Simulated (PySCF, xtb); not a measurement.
Ta(F)4(SH) (F4HSTa), SMILES [Ta]([F])([F])([SH])([F])[F], multiplicity 1. Other conformers were not sampled.

Harmonic wavenumbers (cm⁻¹) from GFN2-xTB (xtb) at its own minimum, in rising order: 97, 104, 155, 172, 175, 196, 219, 266, 302, 408, 455, 465, 504, 681, 2426.

Problem. What does PBE-D3(BJ)/def2-SVP (PySCF 2.14.0) give at its own minimum? (Estimate from the structure and the level; the computed values follow.)

Solution. 87, 114, 164, 175, 182, 231, 235, 345, 375, 627, 659, 675, 692, 692, 2617. Paired by order, the mean absolute difference is 84 cm⁻¹ and the zero-point energies are 9.5 and 11.3 kcal/mol.
